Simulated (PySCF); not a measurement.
How methods differ on the excitation energy of Ni

Ni [Ar] 3d8 4s2 (3F) → Ni [Ar] 3d10 (1S), as a difference of total energies. Computed with PySCF 2.14 in x2c-TZVPPall (6s5p4d2f1g, 64 functions), with scalar relativity by spin-free X2C-1e. Correlated levels: valence and next inner shell: [Ne] frozen. The calculations carry no spin-orbit coupling.

```csv
method,excitation energy (eV)
UHF,6.311
MP2 (valence and next inner shell),-1.230
SCS-MP2 (valence and next inner shell),-0.086
CCSD (valence and next inner shell),2.622
CCSD(T) (valence and next inner shell),2.202
```

How much does correlation contribute at CCSD(T) (valence and next inner shell)?

2.202 − (6.311) = -4.109 eV, measured against UHF.

A first-order spin-orbit estimate (lowest level to lowest level, LS coupling) adds 0.125 eV.
